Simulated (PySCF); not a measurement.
Te(Cl)(SH) (ClHSTe), SMILES [Te](S)Cl. Geometry optimised at B3LYP-D3(BJ)/def2-TZVP. The def2 effective core potentials stand for the cores of Te; spin–orbit coupling is left out. The values are those of a single conformer.

Give the equilibrium geometry at B3LYP-D3(BJ)/def2-TZVP (PySCF confirms it by a frequency run) as Cartesian coordinates in Å. (An estimate is asked for; the answer gives what the named calculation found.)

This is not unique; one that fits is 
```xyz
4

Te    -0.0680     0.1224     0.5792
Cl     1.6941     0.7457    -0.8918
S     -1.5190    -1.0484    -0.8867
H     -0.9565    -2.2667    -0.7736
```
